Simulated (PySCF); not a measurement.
# XPS shifts beside NMR shieldings

Compound: C₅H₁₄AlN.
Geometry (PBE0-D3(BJ)/def2-SVP, Å), atoms numbered from 1 in this order:
```
atom  x, y, z in Å
C1     2.1360   -1.9525    0.6210
C2     2.3071   -0.6514    0.3359
Al3    0.9297    0.4617   -0.5488
N4     0.5640    1.8432    0.9574
C5    -0.8842   -0.3575   -0.7339
C6    -1.8356    0.4997   -1.5683
C7    -1.5156   -0.7233    0.6106
H8     1.1967   -2.4751    0.3946
H9     2.9133   -2.5774    1.0831
H10    3.3010   -0.2479    0.5944
H11    1.4199    1.4824   -1.6963
H12   -0.1766    2.4980    0.7012
H13    1.3947    2.3935    1.1791
H14    0.2723    1.3660    1.8119
H15   -0.7202   -1.3048   -1.2856
H16   -2.8249    0.0229   -1.7037
H17   -1.4314    0.7126   -2.5707
H18   -2.0296    1.4802   -1.0933
H19   -1.7512    0.1758    1.2122
H20   -0.8607   -1.3613    1.2270
H21   -2.4763   -1.2595    0.4933
```

Binding energies: delta-SCF UKS SCAN, pcX-2 on the ionised atom, pcseg-1 elsewhere, spin-free X2C (PySCF). Shieldings: GIAO PBE/pcSseg-1, non-relativistic, same geometry.

```tsv
atom	C 1s (eV)
C1	289.70
C2	288.91
C5	288.90
C6	289.99
C7	290.12
```

Q: What are the absolute isotropic shieldings of these atoms?

A: 
```
atom           environment  C 1s (eV)  isotropic shielding (ppm)
  C5         sp3 CH carbon     288.90                      171.6
  C2      alkene CH carbon     288.91                       25.8
  C1  terminal =CH2 carbon     289.70                       36.3
  C6         methyl carbon     289.99                      156.2
  C7         methyl carbon     290.12                      156.8
```

Q: Among the listed atoms, is the one with the highest binding energy also the least shielded?

A: No. The highest binding energy is at C7 (290.12 eV, shielding 156.8 ppm), the lowest shielding at C2 (25.8 ppm, 288.91 eV).

By binding energy: C5 ≈ C2 < C1 < C6 < C7. By shielding: C2 < C1 < C6 < C7 < C5.

Geometry: PBE0-D3(BJ)/def2-SVP, one conformer, isolated molecule.
